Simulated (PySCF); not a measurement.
**Fine-structure interval of W⁵⁵⁺ by level of theory**

W⁵⁵⁺ [Ar] 3d1 [3d3/2^1, M_J = 3/2] → W⁵⁵⁺ [Ar] 3d1 [3d5/2^1, M_J = 5/2], as a difference of total energies. All numbers are calculated (PySCF 2.14, the two-component X2C-1e Hamiltonian, in an uncontracted even-tempered set (15 s from 16 bohr⁻², ratio 2.8; 12 p from 21 bohr⁻², ratio 2.8; 8 d from 21 bohr⁻², ratio 2.8; 3 f from 63 bohr⁻², ratio 3)). Correlated levels: [Ne] frozen; the 72 highest virtual spinors dropped. "Screened" scales the spin-orbit matrix elements by Boettger's factors to mimic the two-electron term; Breit and QED terms are absent.

```tsv
method	fine-structure interval (cm⁻¹)
GHF (screened spin-orbit)	627640
GMP2 (screened spin-orbit)	628280
GHF (bare spin-orbit)	726700
```
